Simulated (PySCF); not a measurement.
Molecule: `C[Si](Cl)(Cl)[Si](C)(Cl)Cl`, C$_{2}$H$_{6}$Cl$_{4}$Si$_{2}$.

Bonds (- single, = double, # triple, : aromatic): C1-Si2 1.857 Å, Si2-Cl3 2.064 Å, Si2-Cl4 2.077 Å, Si2-Si5 2.334 Å, Si5-C6 1.858 Å, Si5-Cl7 2.077 Å, Si5-Cl8 2.064 Å. C1 carries H9, H10, H11; C6 carries H12, H13, H14.

Geometry PBE0-D3(BJ)/def2-SVP throughout; GIAO in PySCF, gas phase, one conformer, non-relativistic; equivalent atoms averaged; basis pcSseg-1.

Task: How do the absolute shieldings σ depend on the functional? (ppm; last column core-seconds on shared hosts with different chips, so compare them loosely)

Result: 
```tsv
functional	kind	C1/C6	Si2/Si5	Cl3/Cl4/Cl7/Cl8	H9/H10/H11/H12/H13/H14	core-s
PBE	GGA	171.6	292.6	844.6	30.40	41
BLYP	GGA	166.8	280.1	839.9	30.60	44
KT2	GGA	174.3	321.1	851.2	30.38	44
B97-D	GGA	171.3	307.1	857.8	30.62	64
PBE0	global hybrid	177.1	311.3	877.3	30.48	34
WP04	global hybrid	165.0	297.3	868.4	30.76	55
B97-2	global hybrid	176.6	318.3	881.6	30.59	55
wB97X-D	range-separated hybrid	177.4	310.9	882.3	30.61	81
```

Task: Which nucleus moves most, in ppm?

Result: Cl3/Cl4/Cl7/Cl8 (chlorine bonded to Si): from 839.9 ppm with BLYP to 882.3 ppm with wB97X-D. The smallest spread is 0.38 ppm, at H9/H10/H11/H12/H13/H14. Proton shifts span only some 12 ppm, so a few tenths of a ppm matter as much there as several ppm in carbon.
